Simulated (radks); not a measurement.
Question: These are the eigenvalues of the occupied orbitals of an atom or ion with whole-number occupations (hartree). Method: scalar-relativistic Kohn-Sham, PBE, spin-polarised, spherical densities, point nucleus; computed with a radial shooting solver on a logarithmic mesh with Libxc functionals.

orbital  eigenvalue
1s down   -729.6686
1s up     -729.6682
2s up     -104.0974
2s down   -104.0829
2p up     -93.18550
2p down   -93.17479
3s up     -18.71498
3s down   -18.70755
3p up     -15.14011
3p down   -15.13170
3d up      -9.32736
3d down    -9.31403
4s up      -3.57116
4s down    -3.49125
4p up      -2.60892
4p down    -2.52105
4d up      -1.24747

Which element is it, and in what charge state? The configuration may be excited. Open shells, if any, are filled with parallel spins first.

Answer: Z = 42, molybdenum, charge +3: Mo3+ in [Kr] 4d3. The list shows which subshells hold electrons but not how many an open one holds; the 1s level, -729.67 hartree, gives Z - s = 38.2 by -(Z - s)^2/2, which with screening and relativity narrows Z to a few neighbours, and the depths of the outer levels then fix element, charge and occupations together.
